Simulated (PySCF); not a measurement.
Work out the structure from these simulated measurements.

Formula: C7H9OPSi.

| Quantity | Value |
| --- | --- |
| Valence photoelectron | vertical ionisation energy: 9.05 eV [ΔSCF CAM-B3LYP/def2-SVPD] |
| Polarisability | 139.3 au [CAM-B3LYP/def2-SVPD] |
| Dipole | 2.67 D [CAM-B3LYP/def2-SVPD] |
| 1H NMR | chemical shifts (computed TMS as zero) by class: 10.56 (1 H), 9.08 (1 H), 8.67 (1 H), 4.87 (3 H), 3.03 (3 H) ppm [GIAO PBE0/pcSseg-1] |
| Triplet | lowest triplet excitation (Tamm–Dancoff): 2.75 eV [TDA CAM-B3LYP/def2-SVPD] |
| Rotational structure | rotational constants A, B, C: 1.205, 0.928, 0.530 GHz [PBE0-D3(BJ)/def2-SVP] |
| 13C NMR | chemical shifts (computed TMS as zero) by class: 194.1 (1 C), 187.0 (1 C), 166.5 (1 C), 143.5 (1 C), 143.5 (1 C), 134.2 (1 C), 31.1 (1 C) ppm [GIAO PBE0/pcSseg-1] |

Gas-phase values; electronic properties from PySCF, density fitting. Levels stand in brackets. Geometry: PBE0-D3(BJ)/def2-SVP, one conformer, isolated molecule. NMR values are class means; diastereotopic atoms form classes of their own.

Question: Propose a structure and show how it fits.

Answer: Numbering: `[CH3:1][c:2]1[p:3][cH:4][cH:5][c:6]([CH:7]=[O:8])[c:9]1[SiH3:10]`. 7 carbons fall into 7 classes; from least to most shielded: aldehyde carbon [C7] (194.1 ppm), substituted aromatic carbon [C2] (187.0 ppm), aromatic CH carbon [C4] (166.5 ppm), substituted aromatic carbon [C6] (143.5 ppm), substituted aromatic carbon [C9] (143.5 ppm), aromatic CH carbon [C5] (134.2 ppm), benzylic-type carbon [C1] (31.1 ppm). Hydrogen classes from least to most shielded: 1 H on an aldehyde carbon, C7 (10.56 ppm), 1 H on an aromatic CH carbon, C4 (9.08 ppm), 1 H on an aromatic CH carbon, C5 (8.67 ppm), 3 H on an SiH3 silicon, Si10 (4.87 ppm), 3 H on a benzylic-type carbon, C1 (3.03 ppm). The first electron is taken from the HOMO, whose largest Löwdin shares are 0.26 on the phosphorus bonded to 2 C, 0.18 on a substituted aromatic carbon, 0.17 on a substituted aromatic carbon and 0.09 on an aromatic CH carbon. The optimised geometry has point group C1 and is an asymmetric top. Structure: `Cc1pccc(C=O)c1[SiH3]`. The assignments are read from this structure; whether some other isomer fits the data as well wasn't checked.

Shape of the structure used: `[CH3:1][c:2]1[p:3][cH:4][cH:5][c:6]([CH:7]=[O:8])[c:9]1[SiH3:10]`: C5–C6–C7–O8 4°.
